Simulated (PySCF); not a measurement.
**How methods differ on the ionisation energy of Tl³⁹⁺**

Tl³⁹⁺ [Kr] 4d6 [4d3/2^4 4d5/2^2, M_J = 4] → Tl⁴⁰⁺ [Kr] 4d5 [4d3/2^4 4d5/2^1, M_J = 5/2], as a difference of total energies. Calculation: PySCF 2.14, in an even-tempered Gaussian basis (16 s from 4.6 bohr⁻², ratio 2.8; 14 p from 5.9 bohr⁻², ratio 2.8; 9 d from 5.9 bohr⁻², ratio 2.8; 3 f from 25 bohr⁻², ratio 3); the two-component X2C-1e Hamiltonian. Correlated levels: [Ar] 3d10 frozen; the 90 highest virtual spinors dropped. "Screened" scales the spin-orbit matrix elements by Boettger's factors to mimic the two-electron term; Breit and QED terms are absent.

| method | ionisation energy (eV) |
| --- | --- |
| GHF (spin-free) | 1864.9 |
| GMP2 (spin-free) | 1865.3 |
| GHF (screened spin-orbit) | 1861.6 |
| GMP2 (screened spin-orbit) | 1861.3 |

Breit and QED terms and the two-electron picture change are absent.

The spin-free rows relax to the high-spin LS determinant and lack the spin-orbit shift.

The labels give the starting determinants; with spin-orbit coupling the two ends relaxed to ⟨J²⟩ = 20.01, ⟨L²⟩ = 12.71, ⟨S²⟩ = 3.04 and ⟨J²⟩ = 8.75, ⟨L²⟩ = 6.21, ⟨S²⟩ = 2.95.

For comparison: 1862 ± 4 eV (theoretical estimate listed by NIST; NIST Atomic Spectra Database, ionization energies).
